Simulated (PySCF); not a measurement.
This script is equivalent to a calculation on Cu (copper, neutral).

```python
from pyscf import gto, scf, dft, mp, cc
import basis_set_exchange as bse
mol = gto.M(atom="Cu 0 0 0", charge=0, spin=1, symmetry="D2h",
            basis=gto.basis.parse(bse.get_basis("cc-pVDZ-DK", elements=["Cu"], fmt="nwchem", header=False)),
            nucmod="G")
mf = scf.UHF(mol).sfx2c1e()
mf.irrep_nelec = {'Ag': (6, 5), 'B1g': (1, 1), 'B2g': (1, 1), 'B3g': (1, 1), 'B1u': (2, 2), 'B2u': (2, 2), 'B3u': (2, 2)}
mf.kernel()
```

Q: What total energy does it give?

A: -1653.14842 hartree (calculated).

Q: Which occupied shell lies highest, and where?

A: 4s α, at -6.682 eV.

Q: What is ⟨S²⟩, and what would a pure spin state give?

A: 0.752, against 0.75.
